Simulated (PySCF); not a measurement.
Level of theory: ωB97X-D3(BJ)/def2-TZVP // PBE0-D3(BJ)/def2-TZVP in PySCF. Isolated molecules, 0 K electronic values unless said otherwise. One relaxed conformer stands for a flexible species; it need not be the lowest. Excitations are Tamm–Dancoff values on a coarser integration grid. The basis has no diffuse functions, so Rydberg states are missing or too high.

Reference species (SMILES): `B1=C(B1)B` (neutral, multiplicity 1).

- LUMO = -0.51 eV
- S1 excitation (TDA) = 4.22 eV
- HOMO–LUMO gap = 9.84 eV

Changed species: `B=C=BB`.

**Question.** Predict the effect on the LUMO, S1 excitation (TDA) and HOMO–LUMO gap.

**Answer.** the LUMO drops by 0.79 eV, to -1.30 eV; the S1 excitation (TDA) falls by 1.47 eV, to 2.75 eV; the HOMO–LUMO gap drops by 1.51 eV, to 8.33 eV.
